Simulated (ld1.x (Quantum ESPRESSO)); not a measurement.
## lanthanum: excitation energies, all-electron against TM semilocal

```
Element                 : La (Z = 57)
Generator               : ld1.x (Quantum ESPRESSO) 7.5
Type                    : norm-conserving Troullier–Martins (semilocal form)
Functional              : BP86
Relativity              : non-relativistic
Frozen core             : [Kr] 4d10 5s2
Valence charge          : 9
Reference configuration : 4f0 5p6 5d1 6s2 6p0
Partial waves           : 5p (bound): rc 2.40 bohr; 5d (bound): rc 2.35 bohr; 4f (bound, empty): rc 1.65 bohr; 6s (bound): rc 3.10 bohr
Local potential         : the s channel
Core correction         : Bessel-smoothed model core inside 1.10 bohr
```

Energies are relative to the spin-unpolarised reference configuration 4f0 5p6 5d1 6s2 6p0; without spin polarisation the order of configurations can differ from experiment. Not all tests gave a result: 2 of 7 tests not solved or not reliable. Left out of the table: 4f0 5p6 5d1 6s0 6p2 (solver errors, printed error -12.0 eV); 4f0 5p6 5d1 6s1 6p1 (pseudo-atom not self-consistent, printed error -11.7 eV). The frozen-core shift is the all-electron ΔE with the core orbitals held at their reference shape minus the fully relaxed ΔE.

```json
{"valence configuration": "4f0 5p6 5d1 6s1 6p0", "charge": "+1", "ΔE all-electron (eV)": "5.840", "error AE − PS (meV)": "+4.2", "frozen-core shift (meV)": "+0.3"}
{"valence configuration": "4f0 5p6 5d0 6s0 6p0", "charge": "+3", "ΔE all-electron (eV)": "35.915", "error AE − PS (meV)": "+7.8", "frozen-core shift (meV)": "+51"}
{"valence configuration": "4f0 5p6 5d1.5 6s1.5 6p0", "charge": "0", "ΔE all-electron (eV)": "-0.035", "error AE − PS (meV)": "-2.8", "frozen-core shift (meV)": "+1.3"}
{"valence configuration": "4f0 5p5 5d1 6s2 6p0", "charge": "+1", "ΔE all-electron (eV)": "27.020", "error AE − PS (meV)": "+135", "frozen-core shift (meV)": "+57"}
```

What are ΔE and the potential's error for 4f0 5p6 5d1 6s0 6p0?

ΔE = 16.363 eV all-electron; the error (AE − PS) is -6.0 meV.

Levels in the configuration 4f0 5p6 5d0 6s0 6p0:

```tsv
level	all-electron (eV)	pseudo (eV)
5p	-44.552	-44.518
```

These tests converged, but a pseudo level misses the all-electron one widely, so the file describes the atom poorly there or has found another state: 4f0 5p6 5d0 6s0 6p0: empty 6p by 10.9 eV.
